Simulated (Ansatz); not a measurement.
Isolated molecules relaxed with PBE0-D4/def2-TZVP in Ansatz; ΔE leaves out vibrations. CCSD(T)/CBS adds triple-zeta CCSD(T) − MP2 to the extrapolated MP2 energy (def2 sets, frozen cores). This one scheme is used for every species. DFT in def2-TZVPP. B3LYP here is the variant with VWN-RPA as its local correlation; programs differ in this. For Br outer-core shells are correlated without core-valence functions, which leaves a few kJ/mol of doubt a bond. Scalar relativity is left out up to krypton. One conformer a species, not always the lowest.

`N[Si](O)(F)Br` + `O[SiH3]` → `O[Si](F)(Br)O[SiH3]` + NH₃  (ligand exchange at the Si–N bond)

**Question.** Is it downhill or uphill in electronic energy at CCSD(T)/CBS, and by how much? (Estimate.)

**Answer.** Computed: Downhill: ΔE = -14.8 kcal/mol.

**Question.** What do these levels give: PBE0-D4, B3LYP-D4, r2SCAN, PBE0, SCS-MP2/def2-QZVPP, CCSD/CBS(def2)? (Estimate.)

**Answer.** The calculation gave: PBE0-D4 -13.3, B3LYP-D4 -14.9, r2SCAN -13.6, PBE0 -12.5, SCS-MP2/def2-QZVPP -15.0, CCSD/CBS(def2) -15.0 kcal/mol.

Largest T1 diagnostic among the species: 0.011.

The D4 term adds −1.4 kcal/mol with B3LYP and −0.8 kcal/mol with PBE0; it sums over pairs of atoms, weighted by their polarisabilities, and B3LYP, whose exchange is more repulsive, gets the larger term. From PBE to PBE0 (25 % exact exchange), in def2-TZVPP and without D4, ΔE moves by −0.9 kcal/mol.
